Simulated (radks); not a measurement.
Results of a calculation; reference values are marked as such.
Question: Tc26+, 17 electrons, occupied as [Ne] 3s2 3p5 (the NIST ground configuration). Level of theory: Dirac Kohn-Sham, PBE, spin-unpolarised, spherical densities, finite nucleus; open shells fill j = l - 1/2 first; Fermi nuclear charge, rms radius 4.4112 fm (a radial shooting solver on a logarithmic mesh with Libxc functionals). Some entries of the table are withheld. Estimate them.

| orbital | occ. | eigenvalue (eV) | <r> (bohr) |
|---|---|---|---|
| 1s1/2 | 2 | (1) | 0.03428 |
| 2s1/2 | 2 | -4153.564 | 0.1478 |
| 2p1/2 | 2 | (2) | 0.1258 |
| 2p3/2 | 4 | (3) | 0.1303 |
| 3s1/2 | 2 | -1494.712 | 0.3714 |
| 3p1/2 | 2 | -1415.159 | 0.3573 |
| 3p3/2 | 3 | -1388.023 | 0.3645 |

Answer: 
(1) 1s1/2 eigenvalue (eV): -22061.45
(2) 2p1/2 eigenvalue (eV): -3931.696
(3) 2p3/2 eigenvalue (eV): -3811.496
